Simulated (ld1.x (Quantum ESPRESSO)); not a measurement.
chlorine (Cl): one change to a TM potential, before and after

| Item | Value |
| --- | --- |
| Element | Cl (Z = 17) |
| Generator | ld1.x (Quantum ESPRESSO) 7.5 |
| Type | norm-conserving Troullier–Martins (Kleinman–Bylander form) |
| Functional | PBE |
| Relativity | scalar-relativistic |
| Frozen core | [Ne] |
| Valence charge | 7 |
| Reference configuration | 3s2 3p3 (charge +2) |
| Partial waves | 3p (bound): rc 1.10 bohr; 3d channel at 0.45 Ry: rc 1.20 bohr; 3s (bound): rc 1.35 bohr |
| Local potential | the s channel |
| Core correction | Bessel-smoothed model core inside 1.00 bohr |

Change: all radii but the core radius scaled by about 1.13 (s 1.52, p 1.24, d 1.36 bohr).

Cutoffs: the cutoffs (Ry, on a coarse ladder) from which the occupation-weighted sum of valence levels, in a spherical-Bessel basis at the reference potential, stays within 10 and 1 mRy of its value at 400 Ry; they do not see the model core or the augmentation charge, which bear on the density cutoff. Errors are all-electron minus pseudo energies relative to the spin-unpolarised reference configuration.

**Question.** What does the change do?

**Answer.** The potential gets softer (80 Ry and 160 Ry → 50 Ry and 80 Ry); of the 7 tests that both files solve, the error grows in 7 and shrinks in 0 by more than 15 % and 0.3 meV (median size 26.5 → 34.4 meV); neither file shows a bound ghost. A larger radius leaves more room for a smooth pseudo-wave, so fewer plane waves are needed. More of the atom is replaced by a form fitted at one configuration, so other configurations suffer.

| quantity | base | changed |
| --- | --- | --- |
| cutoff, loose | 80 Ry | 50 Ry |
| cutoff, tight | 160 Ry | 80 Ry |
| loose cutoff by channel (10 mRy a level) | p 70 Ry, s 30 Ry | p 15 Ry, s 25 Ry |
| bound ghosts | none | none |
| error for 3s2 3p5, meV [ΔE -39.32 eV] | +32 | +40 |
| error for 3s2 3p4, meV [ΔE -25.45 eV] | +12 | +15 |
| error for 3s2 3p2, meV [ΔE 38.31 eV] | +16 | +21 |
| error for 3s2 3p5.3, meV [ΔE -41.46 eV] | +37 | +46 |
| error for 3s2 3p1, meV [ΔE 90.55 eV] | +82 | +110 |
| error for 3s2 3p4.5, meV [ΔE -33.74 eV] | +22 | +28 |
| error for 3s1 3p6, meV [ΔE -27.17 eV] | +27 | +34 |
